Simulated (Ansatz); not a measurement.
Geometry optimisation, RKS PBE/def2-SVP in Ansatz 0.2.0.

input.yaml

```yaml
crystal:
  periodic: [false, false, false]
  atoms:
    - { symbol: Al, position_ang: [0.0, 0.0, 0.0] }
    - { symbol: F, position_ang: [0.0, 0.0, 2.04] }
    - { symbol: F, position_ang: [1.4635, 0.0, -0.845] }
    - { symbol: F, position_ang: [-1.4635, 0.0, -0.845] }
    - { symbol: Cl, position_ang: [0.1058, -2.3986, 0.7978] }
    - { symbol: H, position_ang: [0.053, -1.2022, 1.9224] }
basis:
  gaussian: { orbitals: def2-SVP }
hamiltonian:
  xc: pbe
relax:
  f_tol: 0.15
  max_steps: 25
  restrain:
    - { distance: [0, 4], at: 2.23, k: 30.0 }
    - { distance: [5, 1], at: 0.92, k: 30.0 }
    - { distance: [0, 1], at: 2.89, k: 30.0 }
    - { distance: [5, 4], at: 2.57, k: 30.0 }
```

Command:

```bash
$ ansatz run input.yaml --threads 2 --pin off --max-ram 3072MiB --backend cpu --events-out ev --progress --plain --runs-dir out
```

Q: Where does it end, and by what steps?

A: The run converged. The restraints hold the end off the free minimum. After 5 steps the energy has fallen by 0.372 eV (the restraints' own energy left out); Al1 moved furthest, 0.69 Å. Parted: Al1–F2 (2.04 → 2.87 Å). Joined: F2–H6 (1.21 → 0.93 Å).

```csv
step,energy less start (eV),largest force component (eV/Å),accepted
0,0.0000,2.790,yes
1,0.1060,3.129,yes
2,-0.0203,3.104,yes
3,-0.2241,1.751,yes
4,-0.3509,1.148,yes
5,-0.3719,1.075,yes
```

```xyz
6
Properties=species:S:1:pos:R:3
Al 0.022 -0.518 -0.451
F 0.015 0.015 2.368
F 1.455 0.194 -0.892
F -1.443 0.131 -0.885
Cl 0.071 -2.511 0.460
H 0.040 -0.913 2.471
```

Time of the run: 9.7 s on 2 threads of Arm Neoverse V1, with other jobs on the host, peak memory 0.15 GiB.
